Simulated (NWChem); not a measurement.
System: CH5GeNO, singlet; SMILES [NH2][Ge][O]C

```xyz
9

Ge     0.4440    -0.6923     0.0595
O      0.6910     1.1143     0.1106
C     -0.3201     2.0891     0.0523
H     -1.0449     2.0109     0.8991
H      0.1417     3.0990     0.1048
H     -0.9106     2.0429    -0.8952
N     -1.3999    -0.7268    -0.0785
H     -2.0369     0.0749    -0.1128
H     -1.9082    -1.6135    -0.1332
```
Atoms are numbered in this order, from 1.

Level: PBE-D3(BJ)/def2-SVP (NWChem), optimised geometry, unscaled harmonic frequencies. Low-valent species are run as closed-shell singlets; no triplet was tried in these runs.

```
frequency (cm⁻¹)  IR intensity (km/mol)
----------------  ---------------------
110                                 0.2
165                                 5.5
196                                 0.3
299                                 4.6
364                               173.5
457                                 1.7
557                                58.7
643                                36.3
671                                47.9
1088                              177.2
1126                                0.3
1147                               22.6
1410                               12.2
1418                                4.1
1419                               16.2
1464                               31.7
2888                               83.4
2950                               58.0
3007                               40.5
3465                                8.4
3580                               24.7
```

| Quantity | Result |
|---|---|
| zero-point energy | 40.6 kcal/mol |
| thermal correction to the enthalpy at 298.15 K (with zero-point energy) | 45.2 kcal/mol |
| heat capacity Cv | 20.3 cal/(mol K) |
| entropy at 298.15 K and 1 atm (symmetry number 1) | 78.8 cal/(mol K) |
| dipole moment | 2.56 D |

Rigid rotor and harmonic oscillator.
